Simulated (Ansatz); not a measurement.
Calculated with Ansatz (gas phase, PBE0-D4/def2-TZVP geometries, no zero-point term in ΔE). CCSD(T)/CBS is the MP2 limit (def2-TZVPP, def2-QZVPP) plus CCSD(T) − MP2 in def2-TZVPP, frozen cores. This one scheme is used for every species. One conformer a species, not always the lowest.

Consider the ligand exchange at the Si–O bond: `O[SiH3]` + `F[SiH](F)S` → `F[SiH](F)S[SiH3]` + H₂O.

| species | CCSD(T)/CBS(def2) energy (Eh) |
| --- | --- |
| `O[SiH3]` | -366.69042 |
| `F[SiH](F)S` | -887.80771 |
| `F[SiH](F)S[SiH3]` | -1178.11155 |
| H₂O | -76.37941 |

Problem. Work out ΔE.

Solution. ΔE = (-1178.11155) + (-76.37941) − (-366.69042) − (-887.80771) = 0.00717 Eh = +4.5 kcal/mol.

Largest T1 diagnostic among the species: 0.012.

In def2-TZVPP, CCSD(T) changes the Hartree–Fock value by −4.4 kcal/mol (the triples alone add −0.8 kcal/mol) and MP2 by −5.1 kcal/mol. The D4 term adds −2.4 kcal/mol with B3LYP and −1.3 kcal/mol with PBE0; it sums over pairs of atoms, weighted by their polarisabilities, and B3LYP, whose exchange is more repulsive, gets the larger term.

B3LYP here is the variant with VWN-RPA as its local correlation; programs differ in this.
